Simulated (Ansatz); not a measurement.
C2H9FO2Si2, singlet, geometry from GFN2-xTB; SC-NEVPT2/STO-3G, CASSCF(6,4) (Ansatz, a first-principles code).

Ansatz was given this input:
Ansatz 0.2 input:
```yaml
crystal:
  periodic: [false, false, false]
  atoms:
    - {symbol: Si, position_ang: [2.00231096, 0.05116333, 0.43045971]}
    - {symbol: F, position_ang: [2.25587087, 0.76552765, 1.84575723]}
    - {symbol: O, position_ang: [0.40990044, 0.09680021, 0.25336285]}
    - {symbol: Si, position_ang: [-1.02234760, -0.15530392, -0.47173510]}
    - {symbol: C, position_ang: [-2.04682166, -1.31708794, 0.62613628]}
    - {symbol: C, position_ang: [-1.85546604, 1.53017885, -0.73465212]}
    - {symbol: O, position_ang: [-0.60938863, -0.86141245, -1.88817215]}
    - {symbol: H, position_ang: [2.65311543, 0.88323039, -0.56415941]}
    - {symbol: H, position_ang: [2.46068575, -1.31736521, 0.58138237]}
    - {symbol: H, position_ang: [-3.04254874, -1.47581989, 0.22224081]}
    - {symbol: H, position_ang: [-1.56886918, -2.28844098, 0.71586378]}
    - {symbol: H, position_ang: [-2.16178188, -0.91704807, 1.62778819]}
    - {symbol: H, position_ang: [-2.84821649, 1.42418055, -1.16244940]}
    - {symbol: H, position_ang: [-1.95959666, 2.07083458, 0.19992037]}
    - {symbol: H, position_ang: [-1.27124906, 2.15152450, -1.40737809]}
    - {symbol: H, position_ang: [-1.27423214, -1.12452427, -2.51759863]}
basis:
  gaussian:
    orbitals: STO-3G
magnetization: {spin_polarized: false}
correlation: {method: sc_nevpt2, electrons: all, active_space: {window: {electrons: 6, orbitals: 4}}}
```

Output, abridged:

```
Functional definition: HF
673 factors; integrals over basis functions are off by at most 3.7e-5 eV
mean field evaluation 1: about -24407.7401 eV, gradient 3.1e1 eV
mean field evaluation 2: about -24407.9122 eV, gradient 3.1e1 eV
mean field evaluation 4: about -24411.5864 eV, gradient 1.8e0 eV
mean field evaluation 8: about -24411.6019 eV, gradient 2.8e-2 eV
mean field -24411.60186349 eV, -897.1098217050 hartree, gradient 9.7e-7 eV, S^2 0.000000; 0 other end points of the search recorded, 0 dependent functions left out
reference -24411.60186349 eV, -897.1098217050 hartree; 37, 37 occupied and 15, 15 virtual orbitals, 673 factors
state -24412.04360880 eV, -897.1260555458 hartree
state -24412.04360880 eV, -897.1260555458 hartree; corrected -24418.74485209 eV, -897.3723216947 hartree
state -24411.95180239 eV, -897.1226817227 hartree
state -24411.95180239 eV, -897.1226817227 hartree; corrected -24418.70791162 eV, -897.3709641573 hartree
state -24412.04360880 eV, -897.1260555458 hartree; corrected -24418.74485209 eV, -897.3723216947 hartree
2 active orbitals were swapped for others, from the solution at -24411.95179392 eV, -897.1226814112 hartree to that at -24412.04358382 eV, -897.1260546279 hartree; typed "places" are swapped only where nearly empty or full, and so, without "given_window_search", are "orbital_numbers", "shells" and a window whose orbitals a file names under [Active]
Total energy: -24418.74485209 eV, -897.3723216947 hartree
```
